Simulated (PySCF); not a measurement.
Compound: SnCl(NCO)3, C3ClN3O3Sn.
Structure used (PBE0-D3(BJ)/def2-SVP), in Å, numbered top down from 1:
```
atom  x, y, z in Å
Sn1   -0.0051    0.0327    0.3781
Cl2   -0.0174    0.2243    2.6859
N3     1.7850   -0.5299   -0.2723
C4     2.9560   -0.2247   -0.2896
O5     4.0950    0.0042   -0.3469
N6    -0.4717    1.7700   -0.4688
C7    -1.3372    2.6172   -0.4528
O8    -2.1272    3.4696   -0.4908
N9    -1.3354   -1.3173   -0.2147
C10   -1.5742   -2.5038   -0.2250
O11   -1.8698   -3.6278   -0.2723
```

Computed with TDDFT PBE0/def2-SVPD, vertical, gas phase, core orbitals frozen in the response, def2 core potentials past Kr (PySCF). Spin–orbit coupling is left out.

Transition dipole moments from the ground state, in atomic units and in the frame of the coordinates above (overall signs are arbitrary), for the states with f of 0.002 or more among the lowest 7:

| state | E (eV) | μx | μy | μz |
| --- | --- | --- | --- | --- |
| S1 | 5.267 | 0.033 | 0.243 | -0.005 |
| S2 | 5.303 | -0.304 | 0.054 | 0.004 |
| S3 | 5.415 | 0.059 | 0.012 | 0.151 |
| S4 | 5.638 | -0.197 | 0.700 | 0.029 |
| S5 | 5.651 | -0.691 | -0.163 | -0.016 |
| S6 | 5.731 | 0.000 | -0.064 | 0.763 |
| S7 | 6.050 | -0.101 | 0.184 | 0.028 |

What oscillator strength does each state have?

f = (2/3) ΔE |μ|² with ΔE in hartree (27.2114 eV).

| state | \|μ\|² (au) | \|μ\| (D) | f |
| --- | --- | --- | --- |
| S1 | 0.060 | 0.62 | 0.008 |
| S2 | 0.095 | 0.78 | 0.012 |
| S3 | 0.026 | 0.41 | 0.004 |
| S4 | 0.530 | 1.85 | 0.073 |
| S5 | 0.504 | 1.80 | 0.070 |
| S6 | 0.587 | 1.95 | 0.082 |
| S7 | 0.045 | 0.54 | 0.007 |

Which bond between heavy atoms lies closest to the direction of the S6 transition dipole?

Sn1–Cl2, at 10° from it; next Sn1–N6 at 60°.

What angle do the transition dipoles of S5 and S6 make?

|cos θ| = |μa·μb| / (|μa| |μb|) = 0.00, so θ ≈ 90° (taken between 0 and 90°, since the signs are arbitrary).

What peak molar absorption coefficient would the strongest computed level give as a lone Gaussian band 0.5 eV wide at half height?

ε(max) = 2.175×10⁸ f / FWHM, with the width in cm⁻¹. S6: 2.175×10⁸ × 0.0824 / 4033 ≈ 4400 L mol⁻¹ cm⁻¹.

The run took 14 min wall (grids of density and orbitals included) on AMD EPYC, one thread, shared host with 64 logical CPUs at a one-minute load of 60, and the process peaked at 1.3 GiB of memory.

One conformer stands for the species.
